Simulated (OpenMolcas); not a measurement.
## Kr4+: effect of the active space

```json
{
  "Program": "OpenMolcas 26.06",
  "Method": "MS-CASPT2 or its RAS form, IPEA 0.25 Eh, imaginary shift 0.1 Eh",
  "Basis": "ANO-RCC-VQZP",
  "Scalar Hamiltonian": "DKH2, point nucleus",
  "Spin-orbit coupling": "state interaction with AMFI integrals over the reference wave functions, term energies averaged over their components"
}
```

A. 4 electrons in 4 orbitals (4s 4p); 2S+1 = 3 even, 6 roots; 2S+1 = 1 even, 11 roots; 2S+1 = 5 odd, 1 root; 2S+1 = 3 odd, 9 roots; 2S+1 = 1 odd, 8 roots; closed shells correlated: 3d; CASPT2 step about 6 core-seconds
B. 4 electrons in 8 orbitals (4s 4p 5s 5p); 2S+1 = 3 even, 3 roots; 2S+1 = 1 even, 11 roots; 2S+1 = 5 odd, 1 root; 2S+1 = 3 odd, 9 roots; 2S+1 = 1 odd, 8 roots; closed shells correlated: 3d; CASPT2 step about 17 core-seconds
C. 4 electrons in 9 orbitals (RAS2 4s 4p; RAS3 4d, at most 2 electrons); 2S+1 = 3 even, 6 roots; 2S+1 = 1 even, 12 roots; 2S+1 = 5 odd, 1 root; 2S+1 = 3 odd, 9 roots; 2S+1 = 1 odd, 8 roots; closed shells correlated: 3d; CASPT2 step about 29 core-seconds

Energies in cm⁻¹ above 4s² 4p² ³P₀, the measured ground level; measured values from Saloman, J. Phys. Chem. Ref. Data 36, 215 (2007).

| Level | A | B | C | Measured |
| --- | --- | --- | --- | --- |
| 4s² 4p² ³P₀ | 0.0 | 0.0 | 0.0 | 0.0 |
| 4s² 4p² ³P₁ | 3320 | 3250 | 3240 | 3743 |
| 4s² 4p² ³P₂ | 6870 | 6790 | 6800 | 7595 |
| 4s² 4p² ¹D₂ | 18790 | 19160 | 19130 | 19723 |
| 4s² 4p² ¹S₀ | 37930 | 38410 | 38910 | 39204 |
| 4s 4p³ ⁵S°₂ | 92670 | 93140 | 93800 |  |
| 4s 4p³ ³D°₂ | 125650 | 125430 | 127700 |  |
| 4s 4p³ ³D°₁ | 125710 | 125310 | 127650 |  |
| 4s 4p³ ³D°₃ | 126360 | 126360 | 128610 | 131016 |
| 4s 4p³ ³P°₀ | 146630 | 146420 | 146370 | 147925 |
| 4s 4p³ ³P°₁ | 146880 | 146780 | 146590 | 148287 |
| 4s 4p³ ³P°₂ | 147360 | 147450 | 146830 | 148668 |
| 4s 4p³ ¹D°₂ | 174650 | 174050 | 162470 | 163387 |

Deviations, from unrounded energies. A percentage is the sum of absolute deviations over the sum of measured energies, with the sign that they share, or ± where signs differ.

```json
{"Against measurement": "mean absolute deviation (cm-1)", "Levels": "9", "A": "2600", "B": "2500", "C": "1200"}
{"Against measurement": "fine structure of the ground term (%)", "Levels": "2", "A": "-10.1", "B": "-11.5", "C": "-11.5"}
{"Against measurement": "other terms of the ground configuration (%)", "Levels": "2", "A": "-3.7", "B": "-2.3", "C": "-1.5"}
{"Against measurement": "other configurations (%)", "Levels": "5", "A": "±2.7", "B": "±2.6", "C": "-1.1"}
```

C lies closest to measurement on these levels and A furthest from it. The largest miss of C in the table is 4s 4p³ ³D°₃, by -2400 cm-1. The ranking rests on the paired levels alone, and a cruder setting can come out closer through cancelling errors.

Among A to C the level of the table that moves most is 4s 4p³ ¹D°₂, by 12000 cm-1 (lowest in C, highest in A). Moves below CASPT2's spread within the term are not significant.

Term energies are means over components that CASPT2 splits; among the terms shown or strongly mixed into the levels shown the widest spread is 930 cm-1 (4s 4p³ ¹D°, A). Over all roots computed the reference weight is 0.87 to 0.98 in A, 0.86 to 0.98 in B; the roots of lowest weight are the least certain, and an intruder state may touch them. Terms of s pⁿ other than that of highest spin mix with s² pⁿ⁻² d, which this space lacks; all of them can be thousands of cm-1 off, and some have no real level of that name (holds for A; B). Active for correlation alone: 5p 5s; no level in the range computed is led by a configuration that fills them, so any true level of that kind is missing (holds for B). Configurations are named by rounded mean occupations; where the s occupation lies near a half they are strongly mixed, a name can repeat and a true partner stay unpaired (holds for C). Some terms take much of their weight from 4d, a shell meant for correlation, so their names are nominal (holds for C). Some terms mix strongly with configurations of 4d, whose occupation reaches 0.46 (4s 4p³ ¹D°) (holds for C). Computed and measured levels are paired by configuration, term and J; levels that our copy of the source lacks, or whose pairing is in doubt (as where it misses far off the trend of its configuration), stay unpaired and out of the deviations. Levels of configurations outside the active space are missing. The table leaves out levels that lie high or whose names do not pair safely across all columns.

° marks odd parity.
